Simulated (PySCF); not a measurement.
H₉Si₄, SMILES [SiH3][Si]([SiH3])[SiH3], doublet at its B3LYP/def2-SVP optimised geometry (Å):

```
13

Si    -0.7410     1.2217     3.9389
Si    -1.0790     0.1706     1.8669
Si    -0.2028     1.2927     0.0000
Si    -0.8397    -2.1650     1.8569
H     -1.1496     2.6550     3.8487
H      0.6931     1.1688     4.3633
H     -1.5636     0.5468     4.9864
H     -0.6697     2.7110     0.0000
H     -0.6709     0.6268    -1.2518
H      1.2937     1.2927     0.0000
H     -1.2937    -2.7110     0.5434
H     -1.6711    -2.7611     2.9446
H      0.5814    -2.5815     2.0722
```

Calculation: unrestricted B3LYP/def2-TZVP (PySCF).

Map of the Laplacian of the electron density (e/bohr⁵) on the plane z = 1.0 Å:

```
|%%%%%%%%%%%%%%%%%%%%%%%%%%%%%|
|%%%%%%%%%%%%%%%%%%%%%%%%%%%%%|
|%%%%%%%%%%%%%%%%%%%%%%%%%%%%%|
|%%%%%%%%%%%%%%%%%%%%%%%%%%%%%|
|%%%%%%%%%%%%%%%%%%%%%%%%%%%%%|
|%%%%%%%%%%%@@@%%%%%%%%%%%%%%%|
|%%%%%%%%%%@@@@@@%%%%%%%%%%%%%|
|%%%%%%%%%%@@@@@@@%%%%%%%%%%%%|
|%%%%%%%%%%@@@@@@@@@%%%%%%%%%%|
|%%%%%%%%%@@@@@@@@@@@%%%%%%%%%|
|%%%%%%%%@@@@%%@@@@@@%%%%%%%%%|
|%%%%%%%%@@@%**%@@@@@%%%%%%%%%|
|%%%%%%%%@@%*+*%@@@@@%%%%%%%%%|
|%%%%%%%@@%%#+#%@@@@%%%%%%%%%%|
|%%%%%%%@@%%@%%@@@%%%%%%%%%%%%|
|%%%%%%%%@@@@@@@@%%%%%%%%%%%%%|
|%%%%%%%%@@@@@@@@%%%%%%%%%%%%%|
|%%%%%%%%@@@@@@@@%%%%%%%%%%%%%|
|%%%%%%%%@@@@@@@@@%%%%%%%%%%%%|
|%%%%%%%@@@@%@@@@@%%%%%%%%%%%%|
|%%%%%%%@@@#*@@@@@@%%%%%%%%%%%|
|%%%%%%%@@@: *@@@@@%%%%%%%%%%%|
|%%%%%%%@@@+=%@@@@@%%%%%%%%%%%|
|%%%%%%%%@@@@@@@@@%%%%%%%%%%%%|
|%%%%%%%%@@@@@@@%%%%%%%%%%%%%%|
|%%%%%%%%%%@@@%%%%%%%%%%%%%%%%|
|%%%%%%%%%%%%%%%%%%%%%%%%%%%%%|
|%%%%%%%%%%%%%%%%%%%%%%%%%%%%%|
|%%%%%%%%%%%%%%%%%%%%%%%%%%%%%|
```
Scale: ten equal steps from -0.344 (start of ' ') to 0.048 (end of '@'), in the order ' .:-=+*#%@'; x runs from -5.00 to 5.00, y from -5.00 (bottom) to 5.00 (top).
